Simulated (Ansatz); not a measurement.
Ansatz (a program for electronic structure) input (B3LYP-D3(BJ)/def2-TZVP):

Ansatz 0.2 input:
```yaml
crystal:
  periodic: [false, false, false]
  atoms:
    - {symbol: Re, position_ang: [-0.00000000, -0.00000000, -0.40844463]}
    - {symbol: Cl, position_ang: [0.00000000, 0.00000000, 1.80196162]}
basis:
  gaussian:
    orbitals: def2-TZVP
hamiltonian:
  xc: b3lyp
  dispersion: d3bj
magnetization: {spin_polarized: true, initial_magnetization: 4}
phonons: {temperatures: {t_min: 298.15, t_max: 298.15, t_step: 100}}
```

Output:

```
Functional definition: B3LYP
integrals: 0.02 GiB planned
640 factors; their error is unknown
mean field: 0.26 GiB planned
mean field evaluation 1: about -14651.7674 eV, gradient 1.3e1 eV
mean field evaluation 2: about -14651.0942 eV, gradient 1.9e1 eV
mean field evaluation 4: about -14652.7789 eV, gradient 2.3e0 eV
mean field evaluation 8: about -14652.8440 eV, gradient 6.8e-2 eV
mean field evaluation 16: about -14652.8444 eV, gradient 5.2e-5 eV
mean field evaluation 32: about -14652.8444 eV, gradient 3.5e-5 eV
mean field -14652.84437687 eV, -538.4820987953 hartree, gradient 3.5e-5 eV, S^2 6.046973; 4 other end points of the search recorded, 0 dependent functions left out
the calculation of the forces begins
reference -14652.84456206 eV, -538.4821056009 hartree; 18, 14 occupied and 59, 63 virtual orbitals, 640 factors
these checks for a lower state are left out or cut short: stability, starts, cluster_reference, orbital_swaps, neighbouring_geometries, increment
integrals: 0.02 GiB planned
640 factors; their error is unknown
mean field: 0.26 GiB planned
mean field -14652.84437687 eV, -538.4820987953 hartree, gradient 2.5e-6 eV, S^2 6.046973; 0 other end points of the search recorded, 0 dependent functions left out
the calculation of the forces begins
reference -14652.84456206 eV, -538.4821056009 hartree; 18, 14 occupied and 59, 63 virtual orbitals, 640 factors
these checks for a lower state are left out or cut short: stability, starts, cluster_reference, orbital_swaps, neighbouring_geometries, increment
integrals: 0.02 GiB planned
640 factors; their error is unknown
mean field: 0.26 GiB planned
mean field -14652.84437687 eV, -538.4820987953 hartree, gradient 2.5e-6 eV, S^2 6.046973; 0 other end points of the search recorded, 0 dependent functions left out
the calculation of the forces begins
reference -14652.84456206 eV, -538.4821056009 hartree; 18, 14 occupied and 59, 63 virtual orbitals, 640 factors
these checks for a lower state are left out or cut short: stability, starts, cluster_reference, orbital_swaps, neighbouring_geometries, increment
integrals: 0.02 GiB planned
640 factors; their error is unknown
mean field: 0.26 GiB planned
mean field -14652.84437687 eV, -538.4820987953 hartree, gradient 2.5e-6 eV, S^2 6.046973; 0 other end points of the search recorded, 0 dependent functions left out
the calculation of the forces begins
reference -14652.84456206 eV, -538.4821056009 hartree; 18, 14 occupied and 59, 63 virtual orbitals, 640 factors
these checks for a lower state are left out or cut short: stability, starts, cluster_reference, orbital_swaps, neighbouring_geometries, increment
integrals: 0.02 GiB planned
640 factors; their error is unknown
mean field: 0.26 GiB planned
mean field evaluation 64: about -14652.8444 eV, gradient 2.5e-6 eV
mean field -14652.84437687 eV, -538.4820987953 hartree, gradient 2.5e-6 eV, S^2 6.046973; 0 other end points of the search recorded, 0 dependent functions left out
the calculation of the forces begins
reference -14652.84456206 eV, -538.4821056009 hartree; 18, 14 occupied and 59, 63 virtual orbitals, 640 factors
these checks for a lower state are left out or cut short: stability, starts, cluster_reference, orbital_swaps, neighbouring_geometries, increment
integrals: 0.02 GiB planned
640 factors; their error is unknown
mean field: 0.26 GiB planned
mean field -14652.84432150 eV, -538.4820967604 hartree, gradient 2.4e-6 eV, S^2 6.046402; 0 other end points of the search recorded, 0 dependent functions left out
the calculation of the forces begins
reference -14652.84450667 eV, -538.4821035655 hartree; 18, 14 occupied and 59, 63 virtual orbitals, 640 factors
these checks for a lower state are left out or cut short: stability, starts, cluster_reference, orbital_swaps, neighbouring_geometries, increment
integrals: 0.02 GiB planned
640 factors; their error is unknown
mean field: 0.26 GiB planned
mean field -14652.84432029 eV, -538.4820967161 hartree, gradient 2.7e-6 eV, S^2 6.047553; 0 other end points of the search recorded, 0 dependent functions left out
the calculation of the forces begins
reference -14652.84450549 eV, -538.4821035222 hartree; 18, 14 occupied and 59, 63 virtual orbitals, 640 factors
these checks for a lower state are left out or cut short: stability, starts, cluster_reference, orbital_swaps, neighbouring_geometries, increment
integrals: 0.02 GiB planned
640 factors; their error is unknown
mean field: 0.26 GiB planned
mean field -14652.84437687 eV, -538.4820987953 hartree, gradient 2.5e-6 eV, S^2 6.046973; 0 other end points of the search recorded, 0 dependent functions left out
the calculation of the forces begins
reference -14652.84456206 eV, -538.4821056009 hartree; 18, 14 occupied and 59, 63 virtual orbitals, 640 factors
these checks for a lower state are left out or cut short: stability, starts, cluster_reference, orbital_swaps, neighbouring_geometries, increment
integrals: 0.02 GiB planned
640 factors; their error is unknown
mean field: 0.26 GiB planned
mean field evaluation 96: about -14652.8444 eV, gradient 2.5e-6 eV
mean field -14652.84437687 eV, -538.4820987953 hartree, gradient 2.5e-6 eV, S^2 6.046973; 0 other end points of the search recorded, 0 dependent functions left out
the calculation of the forces begins
reference -14652.84456206 eV, -538.4821056009 hartree; 18, 14 occupied and 59, 63 virtual orbitals, 640 factors
these checks for a lower state are left out or cut short: stability, starts, cluster_reference, orbital_swaps, neighbouring_geometries, increment
integrals: 0.02 GiB planned
640 factors; their error is unknown
mean field: 0.26 GiB planned
mean field -14652.84437687 eV, -538.4820987953 hartree, gradient 2.5e-6 eV, S^2 6.046973; 0 other end points of the search recorded, 0 dependent functions left out
the calculation of the forces begins
reference -14652.84456206 eV, -538.4821056009 hartree; 18, 14 occupied and 59, 63 virtual orbitals, 640 factors
these checks for a lower state are left out or cut short: stability, starts, cluster_reference, orbital_swaps, neighbouring_geometries, increment
integrals: 0.02 GiB planned
640 factors; their error is unknown
mean field: 0.26 GiB planned
mean field -14652.84437687 eV, -538.4820987953 hartree, gradient 2.5e-6 eV, S^2 6.046973; 0 other end points of the search recorded, 0 dependent functions left out
the calculation of the forces begins
reference -14652.84456206 eV, -538.4821056009 hartree; 18, 14 occupied and 59, 63 virtual orbitals, 640 factors
these checks for a lower state are left out or cut short: stability, starts, cluster_reference, orbital_swaps, neighbouring_geometries, increment
integrals: 0.02 GiB planned
640 factors; their error is unknown
mean field: 0.26 GiB planned
mean field -14652.84432029 eV, -538.4820967161 hartree, gradient 2.7e-6 eV, S^2 6.047553; 0 other end points of the search recorded, 0 dependent functions left out
the calculation of the forces begins
reference -14652.84450549 eV, -538.4821035222 hartree; 18, 14 occupied and 59, 63 virtual orbitals, 640 factors
these checks for a lower state are left out or cut short: stability, starts, cluster_reference, orbital_swaps, neighbouring_geometries, increment
integrals: 0.02 GiB planned
640 factors; their error is unknown
mean field: 0.26 GiB planned
mean field evaluation 128: about -14652.8443 eV, gradient 2.4e-6 eV
mean field -14652.84432150 eV, -538.4820967604 hartree, gradient 2.4e-6 eV, S^2 6.046402; 0 other end points of the search recorded, 0 dependent functions left out
the calculation of the forces begins
reference -14652.84450667 eV, -538.4821035655 hartree; 18, 14 occupied and 59, 63 virtual orbitals, 640 factors
Total energy: -14652.92719866 eV, -538.4851424400 hartree
Atom 0 at    -0.000000    -0.000000    -0.408445 Å, force    -0.000000     0.000000     0.000204 eV/Å
Atom 1 at     0.000000     0.000000     1.801962 Å, force     0.000000    -0.000000    -0.000204 eV/Å
Dipole moment:    -0.000000     0.000000    -0.482317 e Å
Vibrations: 404.50 cm⁻¹, zero-point energy 0.025076 eV
```

The spin state was set by rule; other spins were not relaxed.
